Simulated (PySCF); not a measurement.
Dipole moment and polarisability of (OH)2Al-NH-SiH3

Species: (OH)2Al-NH-SiH3.
Geometry (PBE0-D3(BJ)/def2-SVP, Å), atoms numbered from 1 in this order:
```xyz
11
AlH6NO2Si angstrom
Al    -1.0518    0.6880    0.0570
O     -0.8511    1.1795    1.6679
O     -2.4031    1.2106   -0.8259
N      0.1055   -0.3723   -0.7888
Si     1.5747   -1.0702   -0.1909
H     -0.1332    0.9343    2.2520
H     -3.0925    1.7677   -0.4631
H     -0.1266   -0.6036   -1.7528
H      1.6984   -0.6532    1.2424
H      1.5803   -2.5670   -0.2495
H      2.7976   -0.5992   -0.9175
```

Level: CAM-B3LYP/def2-SVPD (PySCF), static field, nuclei fixed, core orbitals frozen in the response. The polarisability tensor in these axes (au):

```
x   70.17 -8.33  0.00
y   -8.33 62.97  2.02
z    0.00  2.02 62.11
```

Question: What are the eigenvalues, a third of the trace, and Δα (Δα² = ½Σ(αi − αj)² over the three pairs)?

Answer: Principal values 56.94, 62.58 and 75.74 au; mean 65.09 au = 9.64 Å³ = 10.73 × 10⁻⁴⁰ C²·m²/J; Δα = 16.71 au (26 % of the mean).

Question: What is the dipole moment, and where does it point?

Answer: (0.25, -0.16, 0.18) D, 0.34 D in size, pointing from the negative to the positive side. Measured along this direction, the outermost atoms are H7 at the negative end and H10 and H9 at the positive end.

Question: Form Σ f/ω² (atomic units) for the 15 lowest TDDFT singlets, given as eV and f, and set it beside the mean polarisability, which is this sum over all singlets: 5.90, 0.0098; 7.17, 0.0002; 7.37, 0.0050; 7.62, 0.0335; 7.74, 0.0068; 7.80, 0.0168; 7.89, 0.0769; 7.95, 0.0916; 7.97, 0.1373; 8.00, 0.0113; 8.08, 0.0352; 8.24, 0.1707; 8.65, 0.0725; 8.86, 0.0050; 8.99, 0.0027.

Answer: They add up to 7.77 au, 11.9 % of the 65.09 au; the largest single term is 1.86 au, from the state at 8.24 eV. Terms in order: 0.21, 0.00, 0.07, 0.43, 0.08, 0.20, 0.91, 1.07, 1.60, 0.13, 0.40, 1.86, 0.72, 0.05, 0.02 au. Higher excitations give the rest. The strengths listed sum to 0.675.

Question: What would n − 1 = 2πNα be for an ideal gas of these molecules at 350 K and 1 atm, electronic part alone?

Answer: N = p/kT = 2.0968 × 10¹⁹ cm⁻³, so n − 1 = 2π × N × 9.64 × 10⁻²⁴ cm³ = 1271 × 10⁻⁶ at long wavelengths, for an ideal gas.

Question: Molar refractivity from α?

Answer: Lorentz–Lorenz: R = (4π/3)N_A α = 2.5225 cm³/(mol·Å³) × 9.64 Å³ = 24.3 cm³/mol, in the limit of long wavelengths.

Question: Find the Langevin capture rate constant for H3+ (3.023 u) meeting this molecule (106.998 u), k = 2.342 × 10⁻⁹ cm³/s × √(α in Å³ / reduced mass in u).

Answer: The reduced mass is 2.94 u, so k = 4.24 × 10⁻⁹ cm³/s. The formula leaves out the permanent dipole, which adds to the capture rate.

Question: Give the eigenvalues of the traceless quadrupole moment Θ = ½Σq(3rr − r²1), origin at the centre of nuclear charge.

Answer: -0.22, -0.08, 0.30 D·Å. The values depend on the origin, since the dipole doesn't vanish. The electronic extent ⟨r²⟩ about the same centre is 887 bohr², a root-mean-square distance of 2.11 Å for the 56 electrons.

The structure is a single PBE0-D3(BJ)/def2-SVP conformer in the gas phase; no vibrational or solvent corrections.
